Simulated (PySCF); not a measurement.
Gas-phase reaction: Ga(CH₃)₃.NH₃ + C₃H₄ (cyclic) = GaH + (CH₃)₃N + C₃H₆ (propylene)

Computed with PySCF (xtb for GFN2) and rigid-rotor harmonic-oscillator thermochemistry at 1 bar. † marks an energy on the PBE0/def2-TZVP geometry and frequencies; other levels use their own. MP2 freezes the core. All species are closed-shell singlets. Ga: all electrons, no relativistic terms. Adducts (Ga(CH₃)₃.NH₃) have no counterpoise correction, and HF, PBE, BLYP, B3LYP and PBE0 lack dispersion. GaH: computed as isolated molecules; such fragments, hydroxides, amides, oligomers or adducts are transient or little studied in the gas. MP2 isn't extrapolated to the basis-set limit.

```
level               ΔH°(298 K), kJ
------------------  --------------
BLYP/def2-TZVP†                  0
GFN2-xTB                         …
HF/def2-TZVP†                  -16
M06-2X/def2-TZVP†                …
MP2/def2-TZVPP†                  …
PBE0/def2-SVP†                   …
r2SCAN/def2-TZVP†               68
LDA/def2-TZVP†                  67
ωB97X-V/def2-TZVP†              53
```

Fill in the missing entries.


- GFN2-xTB, ΔH°(298 K), kJ: -230
- M06-2X/def2-TZVP†, ΔH°(298 K), kJ: 69
- MP2/def2-TZVPP†, ΔH°(298 K), kJ: 105
- PBE0/def2-SVP†, ΔH°(298 K), kJ: 38
